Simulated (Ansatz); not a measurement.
Z-matrix (Å, degrees):
```
N
C 1 1.3644
N 2 1.2729 1 128.45
H 3 1.0220 2 110.51 1 -2.10
H 2 1.0932 3 117.75 4 -178.80
Si 1 1.5767 2 147.44 5 -95.73
H 6 1.4696 1 119.50 2 -178.72
H 6 1.4794 7 114.33 1 -179.73
```
Charge 0, spin multiplicity 1.

All values below come from frozen-core CCSD(T)/cc-pVTZ // B3LYP-D3(BJ)/def2-TZVP run with Ansatz (a first-principles code).

The HF energy is -438.03390 Ha and the MP2 correlation energy is -0.68243 Ha.

Problem. Estimate the CCSD correlation energy, the (T) correction, the total energy and the T1 diagnostic.

Solution. 
```yaml
CCSD correlation energy: -0.70510 Ha
"(T) correction": -0.03454 Ha
CCSD(T) total energy: -438.77354 Ha
T1 diagnostic: 0.018
```
